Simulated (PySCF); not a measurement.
A GIAO shielding run with PySCF 2.14.0 with density-fitted response routines (density fitting, non-relativistic, gas phase) on SMILES C[Si](C)(C)C, C4H12Si:

```
$ OMP_NUM_THREADS=1 python probes_run.py task.json out

{"job": {"kind": "nmr", "xc": "BP86", "basis": "pcseg-1", "pop": false}, "charge": 0, "multiplicity": 1}
C     -0.406572    -1.213421    -1.419378
Si    -0.001168    -0.000673    -0.001754
C      0.008130     1.785545    -0.675355
C     -1.319794    -0.154927     1.370252
C      1.716091    -0.415535     0.721562
H     -1.379676    -1.003559    -1.853159
H     -0.418731    -2.241638    -1.070248
H      0.327027    -1.147965    -2.217335
H      0.242457     2.501867     0.106393
H     -0.958122     2.057909    -1.089187
H      0.746490     1.907664    -1.462097
H     -2.312057     0.075313     0.994143
H     -1.350945    -1.160472     1.779082
H     -1.116988     0.525824     2.191677
H      1.746276    -1.426357     1.117085
H      2.493128    -0.336762    -0.032799
H      1.977455     0.259220     1.531210
```

Hardware: 1 thread of an Intel Xeon, shared host.

(1) How large is the calculation?

(2) How long does it take, and how much memory does it need?

(3) And these other runs on the same molecule and hardware: GIAO shielding at B3LYP/pcseg-1; GIAO shielding at B97-2/pcseg-1; GIAO shielding at B97-D/pcseg-1; GIAO shielding at BHandHLYP/pcseg-1; GIAO shielding at BLYP/pcseg-1; GIAO shielding at CAM-B3LYP/pcseg-1?

Results:

(1) 50 electrons, 134 basis functions and 709 auxiliary functions.

(2) 24 s of wall time, with 12 SCF cycles; peak memory 0.7 GiB. Times on a shared host scatter by some tens of per cent.

(3) B3LYP/pcseg-1: 134 functions, 10 s; B97-2/pcseg-1: 134 functions, 9.4 s; B97-D/pcseg-1: 134 functions, 13 s; BHandHLYP/pcseg-1: 134 functions, 8.9 s; BLYP/pcseg-1: 134 functions, 30 s; CAM-B3LYP/pcseg-1: 134 functions, 12 s.
